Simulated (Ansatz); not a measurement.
Ansatz (a first-principles code) input:

Ansatz 0.2 input:
```yaml
crystal:
  periodic: [false, false, false]
  atoms:
    - {symbol: B, position_ang: [1.12246591, 0.23865774, -0.07296297]}
    - {symbol: F, position_ang: [1.79464126, -0.89591574, -0.04321485]}
    - {symbol: C, position_ang: [-0.45205593, 0.18553922, 0.01642050]}
    - {symbol: H, position_ang: [-0.95817092, 1.14602805, 0.00537636]}
    - {symbol: H, position_ang: [-0.73957588, -0.33557296, 0.93043967]}
    - {symbol: H, position_ang: [-0.83371496, -0.40369375, -0.81838868]}
basis:
  gaussian:
    orbitals: def2-TZVP
hamiltonian:
  xc: b3lyp
  dispersion: d3bj
magnetization: {spin_polarized: true, initial_magnetization: 1}
relax: {f_tol: 0.002, max_steps: 150}
```

### Question
Which total energy does the run end on?

### Answer
-164.66929 Eh (B3LYP-D3(BJ)/def2-TZVP). The basis has 111 functions.

It need not be the lowest isomer of its formula.
